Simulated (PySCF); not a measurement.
**TDDFT excited states: C7H15NOSi**

C₇H₁₅NOSi.
Atom-mapped SMILES: `[CH3:1][C:2](=[O:3])[NH:4][SiH2:5][CH:6]1[CH2:7][CH2:8][CH2:9][CH2:10]1` (hydrogens: H11, H12, H13 on C1; H14 on N4; H15, H16 on Si5; H17 on C6; H18, H19 on C7; H20, H21 on C8; H22, H23 on C9; H24, H25 on C10)

The calculation used PySCF 2.14.0, density-fitted response routines, TDDFT B3LYP/def2-SVPD, vertical, gas phase, core orbitals frozen in the response. The structure is a single PBE0-D3(BJ)/def2-SVP conformer in the gas phase; no vibrational or solvent corrections.

Question: List the vertical singlet excitations with oscillator strengths and describe the spectrum.

Answer: 

```csv
state,E (eV),λ (nm),f,"main configurations (H = HOMO, L = LUMO)"
S1,5.55,223.6,0.0006,"H→L+1 (87%), H→L (9%)"
S2,6.41,193.5,0.019,"H→L (83%), H→L+1 (10%)"
S3,6.60,187.9,0.0025,H-1→L (89%)
S4,6.85,181.1,0.049,"H-1→L+1 (47%), H→L+2 (33%)"
S5,7.03,176.4,0.088,"H-2→L (40%), H→L+2 (31%), H-1→L+1 (16%)"
S6,7.09,174.9,0.074,"H-2→L (54%), H→L+2 (23%), H-1→L+1 (13%)"
S7,7.17,172.9,0.012,"H-1→L+2 (65%), H-2→L+1 (21%)"
S8,7.19,172.3,0.0027,"H-2→L+1 (76%), H-1→L+2 (19%)"
S9,7.33,169.1,0.0016,"H-2→L+2 (84%), H→L+3 (8%)"
S10,7.37,168.2,0.019,"H→L+3 (67%), H-2→L+2 (9%)"
```

Triplets, Tamm–Dancoff:

```tsv
state	E (eV)	λ (nm)	main configurations (H = HOMO, L = LUMO)
T1	5.07	244.4	H→L+1 (86%), H→L (9%)
T2	5.47	226.6	H-1→L+1 (79%), H-1→L (8%)
T3	6.34	195.7	H→L (81%), H→L+1 (10%)
T4	6.44	192.7	H-1→L (80%), H-1→L+1 (10%)
```

The lowest singlet comes at 224 nm (535 kJ/mol) in the ultraviolet; it is very weak; its leading configuration is HOMO→LUMO+1 (87%). The most intense listed level is S5 at 7.03 eV (176 nm, f = 0.088), 1.48 eV above S1. S1 has the pattern of n→π* at C=O. Of the 10 states listed, 6 reach f = 0.01 and none stays under 0.0005. Orbital energies (eV): HOMO-3 -8.86, HOMO-2 -7.90, HOMO-1 -7.58, HOMO -7.25, LUMO -0.02, LUMO+1 0.06, LUMO+2 0.31. The listed states span 1.83 eV, and the widest gap between neighbours is 0.86 eV (S1 to S2). No computed singlet lies in the visible range (380 to 750 nm); the lowest, at 224 nm, stands 2.28 eV above its violet end (3.26 eV). All these states lie below the vertical ionisation energy of 9.52 eV (ΔSCF). Only the lowest 10 singlets were computed, as vertical energies without vibronic structure.
